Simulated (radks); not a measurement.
Results of a calculation; reference values are marked as such.
All-electron atom: Cs49+ in [He] 2s2 2p2. Code: a radial shooting solver on a logarithmic mesh with Libxc functionals. Model: Dirac Kohn-Sham, PBEsol, spin-unpolarised, spherical densities, point nucleus; open shells fill j = l - 1/2 first. Some entries of the table are withheld. Estimate them.

orbital,occ.,eigenvalue (eV),<r> (bohr)
1s1/2,2,(1),0.02604
2s1/2,2,(2),0.1069
2p1/2,2,(3),(4)
2p3/2,0,(5),(6)

Answer. 
(1) 1s1/2 eigenvalue (eV): -40210.70
(2) 2s1/2 eigenvalue (eV): -9433.851
(3) 2p1/2 eigenvalue (eV): -9242.241
(4) 2p1/2 <r> (bohr): 0.08921
(5) 2p3/2 eigenvalue (eV): -8847.438
(6) 2p3/2 <r> (bohr): 0.09452
